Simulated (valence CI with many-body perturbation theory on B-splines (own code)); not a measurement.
Bi⁹⁺: E2, M1 decay

Method: relativistic CI+MBPT: six valence electrons over a frozen Dirac-Fock core [Xe] 4f14, radial functions for each j: 7 s, 7 p, 8 d, 6 f, 4 g, 1 h, with the one-electron correlation potential Σ1, the two-electron term Σ2, the three-electron term Σ3, Breit, model QED; selected CI, second order for the rest, scaled by the run's own slope (own B-spline code, finite nucleus).

No measured levels were compared; by estimate terms of the open shell hold to 2 to 4 % of their energy, and close levels can change places. Core correlation moves these levels by up to 2100 cm⁻¹, and in measured spectra 5 to 20 % of such shifts remained as error; rates that hang on mixing are uncertain with them. Not all symmetries were solved, so the list stops early. Among the levels kept, up to 900 cm⁻¹ of a level comes from second order outside the variational space, and about a tenth of that is noise between levels of different J, which matters for small intervals. Only levels of the ground parity were solved; by the run's estimate the other parity begins above the list, which can be wrong where configurations are misplaced.

Lines 1 to 8 of 8 in falling wavelength, among levels below 36767 cm⁻¹, chosen from the decays that carry over 1 % of a level's rate. Wavelengths and rates use the calculated energies, so an error of 2000 cm⁻¹ moves a line at 11810 Å by 24 % and its rate by three times that or more. Electric multipoles are in the length gauge, E1 and E2 with the static RPA response of the core. S is in atomic units (e²a₀⁴ for E2 and M2, e²a₀⁶ for E3), for M1 in squared Bohr magnetons. Weak lines are less certain than strong ones. Lines between different terms over intervals too small for the method are left out, as are lines whose strength nearly cancels. The highest levels of a list are the least certain.

Levels are named by their leading jj configuration (3d3/2^4 stands for four electrons in 3d with j = 3/2), which in mixed levels can hold well under half, so a name can repeat and another be missing.

```
λ vac (Å)                  Upper                  Lower  Type   A (s⁻¹)  S (a.u.)
    11810  (5d3/2^3 5d5/2^3) J=5  (5d3/2^3 5d5/2^3) J=4    M1  6.53e+00  4.38e+00
    11230  (5d3/2^4 5d5/2^2) J=2  (5d3/2^4 5d5/2^2) J=4    E2  9.20e-04  7.35e-01
     8993  (5d3/2^3 5d5/2^3) J=3  (5d3/2^4 5d5/2^2) J=2    M1  2.39e+01  4.51e+00
     7942  (5d3/2^4 5d5/2^2) J=0  (5d3/2^4 5d5/2^2) J=2    E2  1.60e-02  4.52e-01
     6087  (5d3/2^3 5d5/2^3) J=1  (5d3/2^4 5d5/2^2) J=2    M1  2.00e+02  5.02e+00
     4995  (5d3/2^3 5d5/2^3) J=3  (5d3/2^4 5d5/2^2) J=4    M1  2.13e+02  6.89e+00
     3587  (5d3/2^3 5d5/2^3) J=4  (5d3/2^4 5d5/2^2) J=4    M1  3.58e+02  5.52e+00
     2751  (5d3/2^3 5d5/2^3) J=5  (5d3/2^4 5d5/2^2) J=4    M1  6.65e+01  5.65e-01
```
